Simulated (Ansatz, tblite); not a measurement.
Cost and result up the ladder for Si₃₅H₃₆, a nanocrystal cut from cubic silicon (71 atoms). The state is a singlet with charge 0. Geometry: r2SCAN-D4/def2-SVP.

```xyz
71

Si    3.098   -1.892    1.239
Si   -0.282   -2.446    2.942
Si    2.511   -0.552    4.800
Si    2.780    1.894    1.841
Si   -0.600    1.338    3.543
Si    0.318   -3.777   -0.594
Si    3.722   -3.230   -2.314
Si    3.387    0.557   -1.712
Si    0.609   -1.330   -3.546
Si   -3.085   -4.348    1.109
Si   -3.393   -0.556    1.702
Si   -2.792   -1.886   -1.835
Si    0.000   -0.001   -0.001
Si   -0.314    3.773    0.606
Si    0.292    2.436   -2.948
Si   -3.107    1.879   -1.236
Si    3.083    4.349   -1.111
Si   -3.720    3.232    2.316
Si   -2.508    0.556   -4.800
Si    2.039   -2.301    3.299
Si    2.643   -3.643   -0.265
Si   -0.763   -4.202    1.452
Si    2.320    0.140    0.343
Si   -1.070   -0.417    2.049
Si    1.722    1.472    3.899
Si    2.010    3.926    0.938
Si   -1.396    3.366    2.655
Si   -0.468   -1.751   -1.497
Si    2.933   -1.202   -3.206
Si    2.614    2.593   -2.604
Si   -0.186    0.691   -4.452
Si   -3.863   -2.317    0.215
Si   -4.181    1.477    0.819
Si   -3.575    0.137   -2.746
Si   -0.784    2.026   -0.897
H     4.583   -1.782    1.448
H    -0.979   -2.691    4.252
H     3.992   -0.464    5.026
H     1.841   -0.818    6.116
H     4.268    1.967    2.046
H    -1.294    1.052    4.846
H     0.009   -4.882   -1.565
H     5.205   -3.146   -2.097
H     3.441   -4.350   -3.272
H     4.868    0.644   -1.470
H     0.300   -2.460   -4.488
H    -3.775   -4.627    2.412
H    -3.386   -5.469    0.158
H    -4.057   -0.822    3.024
H    -3.070   -3.010   -2.794
H    -0.824    5.058    0.015
H    -0.223    3.734   -3.505
H    -3.588    3.184   -1.807
H     4.565    4.450   -0.896
H     2.592    5.646   -1.683
H    -4.411    2.979    3.624
H    -4.225    4.527    1.750
H    -2.814   -0.551   -5.766
H    -3.009    1.847   -5.377
H     2.534   -3.606    3.856
H     3.132   -4.936    0.325
H    -0.242   -5.490    2.024
H     2.010    2.605    4.843
H     2.295    5.035    1.911
H    -1.076    4.481    3.610
H     3.607   -0.919   -4.519
H     3.292    2.840   -3.922
H     0.516    0.956   -5.754
H    -5.347   -2.387   -0.011
H    -5.662    1.372    0.587
H    -5.062    0.045   -2.946
```

Ansatz on 11 threads of AMD EPYC 7R13 on a shared host and a whole NVIDIA H100 80GB HBM3; xTB runs through tblite on one thread. Times are rough, summed over both states, and most runs start from the orbitals of an earlier one. No level here is sound enough to serve as a yardstick. The other state is a doublet.

The xTB rows come from tblite. Single mean-field runs in def2-TZVP are fitted with def2-universal-jkfit. HOMO above LUMO, or a gap near zero within one spin, warns that the state may not be the lowest or that an electron is smeared out.

Raw xTB energies of ions are shifted by several eV.

```json
{"level": "GFN1-xTB", "functions": "387", "wall time": "2.9 s"}
{"level": "GFN2-xTB", "functions": "351", "wall time": "3.4 s"}
{"level": "PBE-D4/def2-TZVP", "functions": "1511", "wall time": "48 s"}
{"level": "HF/def2-TZVP (with forces)", "functions": "1511", "wall time": "83 s"}
```

Task: Estimate what each level gives for the vertical IE (eV).

Result: 
```json
{"level": "GFN1-xTB", "vertical IE (eV)": "12.34", "remarks": "–"}
{"level": "GFN2-xTB", "vertical IE (eV)": "9.72", "remarks": "–"}
{"level": "PBE-D4/def2-TZVP", "vertical IE (eV)": "7.41", "remarks": "gap within one spin near zero (+1 doublet)"}
{"level": "HF/def2-TZVP (with forces)", "vertical IE (eV)": "7.91", "remarks": "–"}
```
